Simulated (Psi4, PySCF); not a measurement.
Internal rotation in SMILES CCc1cccc(C(F)(F)F)c1. Scanned: dihedral C1–C2–C3–C4; all other coordinates were relaxed at GFN2-xTB. Points at φ and −φ are mirror images. Heavy atoms are numbered in the order of the SMILES CCc1cccc(C(F)(F)F)c1, hydrogens after them in the order of the atoms that carry them; the mirror image has the same energies with the sign of each dihedral reversed.

Levels: PBE-D3(BJ)/def2-SVP // GFN2-xTB (Psi4); RHF/STO-3G = restricted Hartree-Fock/STO-3G // GFN2-xTB (PySCF); RHF/6-31G* = restricted Hartree-Fock/6-31G*, spherical d, density fitting // GFN2-xTB in PySCF.

Energies in kcal/mol, each method relative to its own lowest point.

```tsv
φ / °	PBE-D3(BJ)/def2-SVP	RHF/STO-3G	RHF/6-31G*
-150	0.6	1.3	1.2
-120	0.3	0.4	0.5
-90	0.0	0.0	0.0
-60	0.4	0.4	0.4
-30	0.8	1.3	1.2
0	0.5	1.4	1.3
30	0.8	1.3	1.2
60	0.4	0.4	0.4
90	0.0	0.0	0.0
120	0.3	0.4	0.5
150	0.6	1.3	1.2
180	0.3	1.4	1.2
```
